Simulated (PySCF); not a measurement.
C2H2BF3O.
Numbering: `[F:1][B:2]([F:3])[C@@H:4]1[O:5][C@H:6]1[F:7]` (hydrogens: H8 on C4; H9 on C6)

Computed, not measured: PySCF 2.14.0, PBE0-D3(BJ)/def2-SVP geometry optimisation, gas phase.

(1) What internal coordinates does the optimisation give?

Answers

(1) 
```json
{"bond": "F1–B2, B2–F3", "length (bohr)": "2.486", "order": "single"}
{"bond": "B2–C4", "length (bohr)": "2.945", "order": "single"}
{"bond": "C4–O5", "length (bohr)": "2.740", "order": "single"}
{"bond": "O5–C6", "length (bohr)": "2.561", "order": "single"}
{"bond": "C6–F7", "length (bohr)": "2.533", "order": "single"}
{"bond": "C4–C6", "length (bohr)": "2.785", "order": "single"}
{"bond": "C4–H8", "length (bohr)": "2.074", "order": "single"}
{"bond": "C6–H9", "length (bohr)": "2.076", "order": "single"}
```

Bonds in one row agree within 0.02 bohr and their mean is given. Orders are formal, as drawn. A selection of angles:
```json
{"angle": "F1–B2–F3", "degrees": "118.3"}
{"angle": "F1–B2–C4", "degrees": "120.8"}
{"angle": "B2–C4–O5", "degrees": "116.4"}
{"angle": "B2–C4–C6", "degrees": "120.3"}
{"angle": "B2–C4–H8", "degrees": "119.9"}
{"angle": "O5–C4–C6", "degrees": "55.2"}
{"angle": "O5–C4–H8", "degrees": "113.7"}
{"angle": "C6–C4–H8", "degrees": "114.6"}
{"angle": "C4–O5–C6", "degrees": "63.3"}
{"angle": "O5–C6–F7", "degrees": "116.3"}
{"angle": "O5–C6–H9", "degrees": "117.9"}
{"angle": "F7–C6–H9", "degrees": "111.1"}
{"angle": "C4–C6–O5", "degrees": "61.5"}
{"angle": "C4–C6–F7", "degrees": "118.3"}
{"angle": "C4–C6–H9", "degrees": "123.4"}
```

Torsions: F1–B2–C4–O5 25° (synperiplanar); B2–C4–O5–C6 -110° (anticlinal); C4–O5–C6–F7 -109° (anticlinal); B2–C4–C6–O5 103° (anticlinal).

B2 (three-coordinate boron) is planar (angles 120.9°, 120.8° and 118.3°, sum 360.0°, 0.01 Å off the plane of its three neighbours). The 2 C–O bonds span 1.355 Å (O5–C6, drawn single) to 1.450 Å (C4–O5, drawn single), a spread of 0.095 Å. The 3-membered ring C4–O5–C6 has internal angles of 55.2° to 63.3°.

Point group: C1 (no symmetry element, even within 0.4 Å). Stationary, but not proved a minimum. One conformer, not necessarily the lowest.

Time: 46 s; peak memory 0.44 GiB. Hardware: one thread of an Arm Neoverse V1, no GPU, shared host. These figures are those of the optimisation.
